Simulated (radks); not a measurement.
The numbers below are computed, except where a source is named.
The nitrogen ion N1.5+, configuration 1s(up 1, down 0.5) 2s2 2p2 (fractional occupations, a model configuration). Level of theory: non-relativistic Kohn-Sham, PBE, spin-polarised, spherical densities, point nucleus; open shells are filled with parallel spins first (a radial shooting solver on a logarithmic mesh with Libxc functionals).

Unscreened Slater integrals over Kohn-Sham orbitals (hartree). They are taken over the spin-up orbitals.

integral,value
"F0(2p,2p)",0.83639
"F2(2p,2p)",0.38611
"F0(2p,2s)",0.80951
"G1(2p,2s)",0.48930
"F0(2p,1s)",1.1758
"G1(2p,1s)",0.14955
"F0(2s,2s)",0.79269
"F0(2s,1s)",1.1175
"G0(2s,1s)",0.088710
"F0(1s,1s)",4.2041

Derived for the open shells (J is the average intra-shell exchange parameter used in DFT+U). 2p: J = F2/5 = 0.07722 hartree; in LS coupling 1D lies 6 F2/25 = 0.09267 hartree above 3P.
